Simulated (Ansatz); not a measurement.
A search over several starts for the lowest SCF solution of Cs₃Br₂ at the given spin, in a small basis.

```yaml
crystal:
  periodic: [false, false, false]
  atoms:
    - {symbol: Cs, position_ang: [1.760141, 0.457380, -2.039488]}
    - {symbol: Cs, position_ang: [-2.710784, 0.091560, -0.335420]}
    - {symbol: Cs, position_ang: [0.983136, -0.567548, 2.454424]}
    - {symbol: Br, position_ang: [-0.005354, 2.089926, 0.435473]}
    - {symbol: Br, position_ang: [-0.027149, -2.071319, -0.514989]}
basis:
  gaussian: {orbitals: def2-SVP, initial_orbitals: start.molden}
magnetization: {spin_polarized: true, initial_magnetization: 1}
hamiltonian: {xc: pbe, dispersion: d4}
output: {orbitals: {seedname: orbitals}}
```

The file start.molden holds the orbitals of an earlier run on this structure, at another level or in another basis.

```sh
$ ansatz run in.yaml --threads 4 --pin off --events-out ev --progress --plain --max-ram 4787MiB
```

Output, abridged:

```
Functional definition: PBE
1452 factors; their error is unknown
mean field evaluation 1: about -141706.7741 eV, gradient 5.0e0 eV
mean field evaluation 2: about -141706.8435 eV, gradient 8.9e-2 eV
mean field evaluation 4: about -141706.7340 eV, gradient 1.3e-3 eV
mean field evaluation 8: about -141704.0321 eV, gradient 1.8e1 eV
mean field evaluation 16: about -141706.7340 eV, gradient 2.1e-2 eV
mean field evaluation 32: about -141706.6222 eV, gradient 1.6e0 eV
mean field -141706.73399578 eV, -5207.6264220707 hartree, gradient 2.7e-5 eV, S^2 0.750159; 7 other end points of the search recorded, 0 dependent functions left out
reference -141706.73405108 eV, -5207.6264241032 hartree; 49, 48 occupied and 87, 88 virtual orbitals, 1452 factors
Total energy: -141706.91063100 eV, -5207.6329132952 hartree
```

Run time 8.5 s (4 threads of AMD EPYC 7B13 on a shared host).

In the def2 sets Cs takes a core potential; there is no spin–orbit coupling. The structure comes from a short search, and lower isomers may exist.
